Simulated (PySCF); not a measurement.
Br³⁺ (bromine, charge +3) across methods

[Ar] 3d10 4s2 4p2, high-spin 3P determinant. Calculation: PySCF 2.14, in aug-cc-pVQZ-PP with ECP10MDF; a scalar-relativistic core potential. The B2PLYP total includes its PT2 part (frozen core); its orbital energies are those of the SCF part.

```
method  E (hartree)  mean ε 4s α (eV)  mean ε 4s β (eV)  mean ε 4p α (eV)  Σ⟨r²⟩ (bohr²)   ⟨S²⟩
   UHF   -413.08351           -63.373           -56.671           -46.635          19.71  2.007
r2SCAN    -414.1663           -55.981           -52.919           -41.351          19.53  2.003
   PBE    -414.3055           -55.012           -52.666           -40.704          19.60  2.001
   LDA    -413.6941           -55.278           -53.219           -40.729          19.58  2.001
  BP86    -414.4628           -55.128           -52.911           -40.772          19.55  2.001
 wB97X    -414.3659           -59.949           -57.085           -44.759          19.54  2.002
 M06-L    -414.3590           -55.563           -52.616           -41.013          19.49  2.003
  PBE0    -414.2751           -57.338           -54.016           -42.393          19.59  2.002
```

(1) Estimate the same row for B2PLYP.

Energies and moments cover only the electrons outside the core potential.

Answers

(1) E (hartree) = -413.9227; mean ε 4s α (eV) = -59.557; mean ε 4s β (eV) = -55.271; mean ε 4p α (eV) = -43.863; Σ⟨r²⟩ (bohr²) = 19.64; ⟨S²⟩ = 2.003.
